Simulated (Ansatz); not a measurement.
Consider the ligand exchange at the Si–C bond: `FC1([SiH3])BO1` + `[NH2][AlH][SeH]` → `[SiH3][NH][AlH][SeH]` + `FC1BO1`.

Calculated with Ansatz (gas phase, PBE0-D4/def2-TZVP geometries, no zero-point term in ΔE). CCSD(T)/CBS adds triple-zeta CCSD(T) − MP2 to the extrapolated MP2 energy (def2 sets, frozen cores). DFT in def2-TZVPP. For Se outer-core shells are correlated without core-valence functions, which leaves a few kJ/mol of doubt a bond. Scalar relativity is left out up to krypton. One conformer a species, not always the lowest.

`FC1([SiH3])BO1`:

Z-matrix (Å, degrees):
```
C
Si 1 1.886
B 1 1.517 2 130.1
F 1 1.371 2 112.6 3 -169.8
O 1 1.475 2 115.5 3 61.8
H 2 1.484 1 110.2 3 -129.5
H 2 1.483 1 108.4 3 109.8
H 2 1.484 1 107.2 3 -9.2
H 3 1.182 1 160.2 2 -92.0
```

`[NH2][AlH][SeH]`:

```xyz
7

N    -0.579   -0.540   -1.252
Al    0.413   -0.037    0.115
Se   -0.631    1.147    1.819
H    -1.563   -0.362   -1.363
H    -0.226   -1.056   -2.042
H     1.950   -0.384    0.165
H     0.636    1.232    2.557
```

`[SiH3][NH][AlH][SeH]`:

Cartesian coordinates in Å:
```
Si -0.592 -1.382 0.895
N -0.883 -0.178 -0.308
Al 0.180 1.126 -0.886
Se 2.287 1.296 0.059
H -1.552 -1.288 2.029
H 0.786 -1.165 1.409
H -0.691 -2.762 0.344
H -1.796 -0.225 -0.743
H -0.318 2.120 -2.006
H 2.579 2.459 -0.793
```

`FC1BO1`:

Cartesian coordinates in Å:
```
F -0.647 -0.476 -1.515
C 0.199 -0.353 -0.466
B -0.271 0.262 0.829
O 0.376 1.031 -0.054
H 1.136 -0.858 -0.677
H -0.792 0.395 1.882
```

(1) Is it downhill or uphill in electronic energy at CCSD(T)/CBS, and by how much? (Estimate.)

(2) What do these levels give: PBE0-D4, ωB97X-V, CCSD(T)/def2-TZVPP, HF/def2-QZVPP, SCS-MP2/def2-QZVPP, CCSD/CBS(def2)? (Best estimate.)

Largest T1 diagnostic among the species: 0.016.

Answers

(1) The calculation gave: Downhill: ΔE = -68.8 kJ/mol.

(2) Ansatz gave: PBE0-D4 -65.9, ωB97X-V -66.7, CCSD(T)/def2-TZVPP -70.9, HF/def2-QZVPP -79.9, SCS-MP2/def2-QZVPP -73.3, CCSD/CBS(def2) -70.4 kJ/mol.

From PBE to PBE0 (25 % exact exchange), in def2-TZVPP and without D4, ΔE moves by −7.2 kJ/mol. The D4 term adds −3.5 kJ/mol with B3LYP and −2.0 kJ/mol with PBE0; it sums over pairs of atoms, weighted by their polarisabilities, and B3LYP, whose exchange is more repulsive, gets the larger term.

B3LYP here is the variant with VWN-RPA as its local correlation; programs differ in this.
